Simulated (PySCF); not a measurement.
## Cs (caesium, neutral) across methods

[Xe] 6p1, 2P determinant (an excited configuration). Calculation: PySCF 2.14, in def2-TZVPPD with the def2 core potential (46 electrons); a scalar-relativistic core potential.

```json
{"method": "UHF", "E (hartree)": "-19.81096", "mean ε 5p α (eV)": "-19.712", "mean ε 5p β (eV)": "-19.677", "mean ε 6p α (eV)": "-2.289", "Σ⟨r²⟩ (bohr²)": "111.9", "⟨S²⟩": "0.750"}
{"method": "PBE", "E (hartree)": "-20.1011", "mean ε 5p α (eV)": "-14.764", "mean ε 5p β (eV)": "-14.738", "mean ε 6p α (eV)": "-1.517", "Σ⟨r²⟩ (bohr²)": "101.1", "⟨S²⟩": "0.750"}
{"method": "B3LYP", "E (hartree)": "-20.1007", "mean ε 5p α (eV)": "-15.925", "mean ε 5p β (eV)": "-15.904", "mean ε 6p α (eV)": "-1.682", "Σ⟨r²⟩ (bohr²)": "102.5", "⟨S²⟩": "0.750"}
{"method": "r2SCAN", "E (hartree)": "-20.1041", "mean ε 5p α (eV)": "-15.251", "mean ε 5p β (eV)": "-15.243", "mean ε 6p α (eV)": "-1.469", "Σ⟨r²⟩ (bohr²)": "103.2", "⟨S²⟩": "0.750"}
{"method": "wB97M-V", "E (hartree)": "-20.0128", "mean ε 5p α (eV)": "-18.432", "mean ε 5p β (eV)": "-18.400", "mean ε 6p α (eV)": "-1.977", "Σ⟨r²⟩ (bohr²)": "102.8", "⟨S²⟩": "0.750"}
{"method": "LDA", "E (hartree)": "-20.0201", "mean ε 5p α (eV)": "-14.764", "mean ε 5p β (eV)": "-14.737", "mean ε 6p α (eV)": "-1.480", "Σ⟨r²⟩ (bohr²)": "101.8", "⟨S²⟩": "0.750"}
{"method": "CAM-B3LYP", "E (hartree)": "-20.0588", "mean ε 5p α (eV)": "-17.635", "mean ε 5p β (eV)": "-17.611", "mean ε 6p α (eV)": "-2.087", "Σ⟨r²⟩ (bohr²)": "104.8", "⟨S²⟩": "0.750"}
{"method": "PBE0", "E (hartree)": "-20.0940", "mean ε 5p α (eV)": "-16.242", "mean ε 5p β (eV)": "-16.214", "mean ε 6p α (eV)": "-1.779", "Σ⟨r²⟩ (bohr²)": "103.3", "⟨S²⟩": "0.750"}
```

Energies and moments cover only the electrons outside the core potential. Spin-orbit coupling, absent here, splits the open shell strongly.
